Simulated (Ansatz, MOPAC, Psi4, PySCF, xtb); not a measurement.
Dimer: CH3F (SMILES CF) (first 5 atoms) with CH6Si (SMILES C[SiH3]); geometry from B3LYP-D3(BJ)/def2-TZVP, rigid monomers moved along the line of their centres of mass till F2···Si7 is 2.91 Å.
(charge 0, multiplicity 1):
```xyz
13

C     -0.14707    -0.13374     0.50806
F      1.00171     0.15185     1.23919
H     -0.85899     0.68064     0.64403
H      0.12511    -0.22828    -0.54367
H     -0.57110    -1.06839     0.87567
C     -0.61078    -0.12906     5.73510
Si     0.04954    -0.00751     3.98086
H     -0.52547     0.82924     6.25110
H     -0.05400    -0.87117     6.31056
H     -1.66283    -0.42067     5.73842
H     -0.72707     0.99920     3.21726
H     -0.08515    -1.31738     3.29848
H      1.47585     0.38818     3.99279
```

```json
[
 {"level": "AM1", "interaction energy (meV)": "218.1", "cost": "-"},
 {"level": "PM3", "interaction energy (meV)": "128.7", "cost": "-"},
 {"level": "GFN1-xTB", "interaction energy (meV)": "-171.6", "cost": "-"},
 {"level": "PBE-D3(BJ)/def2-TZVPPD", "interaction energy (meV)": "-30.8", "cost": "×1"},
 {"level": "BP86/6-31G* (no counterpoise)", "interaction energy (meV)": "-13.8", "cost": "-"},
 {"level": "B3LYP/6-31G*", "interaction energy (meV)": "81.0", "cost": "-"},
 {"level": "B3LYP/6-31G* (no counterpoise)", "interaction energy (meV)": "-47.1", "cost": "-"},
 {"level": "B3LYP-D4/def2-TZVPPD", "interaction energy (meV)": "-16.9", "cost": "×1"},
 {"level": "PBE0-D3(BJ)/def2-TZVPPD", "interaction energy (meV)": "-29.9", "cost": "×1"},
 {"level": "PBE0-D4/def2-TZVPPD", "interaction energy (meV)": "-25.7", "cost": "×1"},
 {"level": "M06-2X/6-31G* (no counterpoise)", "interaction energy (meV)": "-152.4", "cost": "-"},
 {"level": "MP2/6-31G* (no counterpoise)", "interaction energy (meV)": "-73.1", "cost": "-"},
 {"level": "CCSD(T)/aug-cc-pV(D+d)Z", "interaction energy (meV)": "-7.9", "cost": "×10"},
 {"level": "SAPT0/jun-cc-pV(D+d)Z", "interaction energy (meV)": "10.4", "cost": "-"}
]
```

The rows run from -171.6 (GFN1-xTB) to 218.1 meV (AM1).

Interaction energies are E(AB) − E(A) − E(B) at the monomers' geometry in the complex; basis-set methods are counterpoise corrected. Rows marked so take none.

Cores are frozen in the correlated methods. Rows in 6-31G* carry no dispersion term and start afresh at each structure (6-31G* with six Cartesian d functions). MP2/6-31G* freezes PySCF's default core. The state that AM1, PM3 reach isn't checked.

Run with Ansatz (an electronic-structure program) with Gaussian orbitals; MOPAC for AM1, PM3 (differences of heats of formation); Psi4 for SAPT; PySCF for 6-31G* rows, the dispersion terms; xtb for the GFN methods. Each number belongs to the level named beside it.

Costs are rough ratios of core time to PBE/def2-TZVPPD (about 5 s over the structures, on one shared machine); a dash marks a level with no comparable run of its own.
